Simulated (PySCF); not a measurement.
CH₃BrOZn, SMILES C[O][Zn][Br].

Geometry: PBE-D3(BJ)/def2-SVP. The structure was generated by enumeration; whether it is a known compound was not checked. One conformer was computed; it need not be the lowest.

All values below come from M06-2X/def2-TZVP in PySCF.

The molecule is in vacuum.

- total energy = -4468.75968 hartree
- point group = Cs
- highest occupied level = -9.24 eV
- lowest empty level = -0.85 eV
- orbital gap = 8.39 eV
- dipole moment = 1.38 D
- quadrupole, principal values (traceless, Buckingham form, about the centre of nuclear charge) = -8.13, 2.94, 5.19 D·Å
- mean static polarisability = 56.8 bohr³ (8.42 Å³)
- polarisability, principal values = 44.8, 45.5, 80.2 bohr³
